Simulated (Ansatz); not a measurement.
```xyz
12

C     1.0993   -1.3415   -0.5632
Sb    0.4063   -0.7423    1.3917
C    -0.3148    1.2374    0.7359
N    -1.0395    1.3385   -0.5064
H     1.2621   -2.4190   -0.5726
H     2.0460   -0.8429   -0.7746
H     0.3687   -1.0861   -1.3309
H    -1.1460   -1.4433    1.1755
H     0.5653    1.8834    0.6965
H    -0.9358    1.6081    1.5542
H    -0.4630    1.0774   -1.2953
H    -1.8485    0.7302   -0.5108
```

Total charge 0; spin multiplicity 1. Sb takes the def2 core potential.

(1) List the ωB97M-V/def2-TZVPP orbital energies in eV (the Gaussian-basis code of Ansatz). (An estimate is asked.)

## Answers

(1) Computed: Occupied: -394.29, -282.19, -281.33, -159.24, -110.72, -110.69, -110.55, -38.13, -38.10, -37.99, -37.98, -37.91, -27.47, -22.28, -21.08, -17.46, -16.58, -14.55, -14.01, -13.93, -13.02, -12.02, -10.90, -9.57, -8.06. Lowest empty: 1.41, 1.58, 2.63, 2.83, 3.48, 4.03, 4.24, 4.60.
